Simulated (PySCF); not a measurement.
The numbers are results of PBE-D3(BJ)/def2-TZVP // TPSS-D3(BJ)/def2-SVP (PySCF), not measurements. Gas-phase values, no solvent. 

Reference species: [Zr(Cl)4] (neutral, multiplicity 1).

The charge on the central atom (Mulliken) comes out as 1.20 e and the LUMO comes out as -3.57 eV.

Changed species: [Cr(=O)2(Cl)2] (M = Cr, dioxo; the reference has M = Zr).

Problem. Give the shifts of the charge on the central atom (Mulliken) and LUMO.

Solution. the charge on the central atom (Mulliken) drops by 0.11 e, to 1.09 e; the LUMO falls by 2.25 eV, to -5.82 eV.
